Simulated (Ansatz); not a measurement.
A series at Hf: from `[OH][Hf]([OH])([OH])[F]`, ligands are replaced one by one, each step taking up H–F and setting free H₂O; n counts the steps. Ansatz, PBE0-D4/def2-TZVP geometries. Each molecule was computed in one conformer, which needn't be the lowest.

| n | molecule | HOMO energy, ωB97M-V/def2-TZVPP (eV) |
| --- | --- | --- |
| 0 | `[OH][Hf]([OH])([OH])[F]` | -11.44 |
| 1 | `[OH][Hf]([OH])([F])[F]` | -12.03 |
| 2 | `[OH][Hf]([F])([F])[F]` | -12.73 |
| 3 | `[F][Hf]([F])([F])[F]` | ? |

**Question.** By hand: fit a straight line y = ȳ + b (n − n̄) to the 3 given rows and predict n = 3.

**Answer.** n̄ = 1.000, ȳ = -12.067; Σ(n − n̄)(y − ȳ) = -1.290, Σ(n − n̄)² = 2.000, so b = -0.645 eV a step. Prediction: -12.067 + (-0.645) × (2.000) = -13.36 eV.

**Question.** By hand: compare with the computed value, -14.69 eV, and give the steps along the whole series.

**Answer.** The line misses by -1.33 eV (computed minus predicted). Steps: -0.59, -0.70, -1.96 eV.

One step carries most of the change, so a line is a poor guide. The highest orbital can change its character along such a series. The miss is 40.9 % of the series' range.
